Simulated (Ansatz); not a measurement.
Program: Ansatz. Geometries: PBE0-D4/def2-TZVP. ΔE: electronic, gas phase. CBS: MP2 limit from def2 TZ/QZ plus the TZ coupled-cluster correction, frozen cores. For Ga outer-core shells are correlated without core-valence functions, which leaves a few kJ/mol of doubt a bond. Scalar relativity is left out up to krypton. Each species was taken in one conformer, which may not be the lowest.

Reaction (redistribution): `N#C[SiH2][GaH2]` + `C[SiH](O)P` → `N#C[SiH2]P` + `C[SiH](O)[GaH2]`

```tsv
species	CCSD(T)/CBS(def2) energy (Eh)
`N#C[SiH2][GaH2]`	-2308.14688
`C[SiH](O)P`	-747.51830
`N#C[SiH2]P`	-725.16307
`C[SiH](O)[GaH2]`	-2330.49414
```

Question: Work out ΔE.

Answer: ΔE = (-725.16307) + (-2330.49414) − (-2308.14688) − (-747.51830) = 0.00797 Eh = +0.22 eV.

Largest T1 diagnostic among the species: 0.014.
